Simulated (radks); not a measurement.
The numbers below are computed, except where a source is named.
Q: Valence configurations of S+ (all share [Ne]). Level of theory: scalar-relativistic Kohn-Sham, PBE, spin-polarised, spherical densities, point nucleus; open shells are filled with parallel spins first (a radial shooting solver on a logarithmic mesh with Libxc functionals). Order these by energy: 3s1.5 3p3.5; 3p5; 3s0.5 3p4.5; 3s2 3p3; 3s1 3p4.

A: From the lowest, in eV above it: 3s2 3p3 0.000; 3s1.5 3p3.5 5.368; 3s1 3p4 10.739; 3s0.5 3p4.5 17.637; 3p5 23.967. NIST lists [Ne] 3s2 3p3 as the ground configuration; this level of theory agrees among the configurations tried. The energies are those of spherical high-spin densities, not of single terms.
